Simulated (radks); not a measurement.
Numerical settings for neutral xenon, [Xe]. All-electron calculation, Dirac Kohn-Sham, LDA (Slater exchange, Perdew-Wang correlation), spin-unpolarised, spherical densities, finite nucleus; Fermi nuclear charge, rms radius 4.7859 fm. Program: a radial shooting solver on a logarithmic mesh with Libxc functionals. The defaults (mesh step 0.008 in ln r, mesh end at 40 bohr or more with all orbitals vanishing there, Anderson mixing 0.5 over 9 steps, residual threshold near 1e-9 with the energy settled to 1e-9 hartree or 1e-11 of itself, here a cap of 87 iterations) give E = -7444.0621 hartree and 5p3/2 at -7.994 eV in 13 iterations. Run on one thread of a shared host, so times are rough (Intel(R) Xeon(R) 6975P-C): 0.1 s of CPU time, 0.1 s wall, 13 iterations on 2437 mesh points. Changes against that run (0 stands for a change within the tolerance of the run):

setting,iterations,converged,E (mhartree),e(5p3/2) (meV),CPU (s)
mesh step in ln r 0.12,2,no,diverged,-,0.01
mesh step in ln r 0.02,13,yes,+0.00023,0,0.04
mesh step in ln r 0.005,13,yes,0,0,0.15
mesh end (bohr) 5,12,yes,+85.5,+1.72e+03,0.08
mesh end (bohr) 8,13,yes,+0.794,+41.8,0.09
residual threshold 0.1,8,yes,0,-3.67,0.07
residual threshold 1e-16,87,no,0,0,0.3
mixing 1,11,yes,0,0,0.09
"linear mixing, mixing 1",87,no,+1.57e+05,+8e+03,1.7
"linear mixing, mixing 0.5",30,yes,0,0,0.17
mixing history 2,16,yes,0,0,0.11
iteration cap 2,2,no,+58.7,-5.05e+03,0.03

Settings that end as converged yet miss the energy by more than 1 mhartree: mesh end (bohr) 5 (+0.0855 hartree). A mesh that ends early acts as a hard wall.
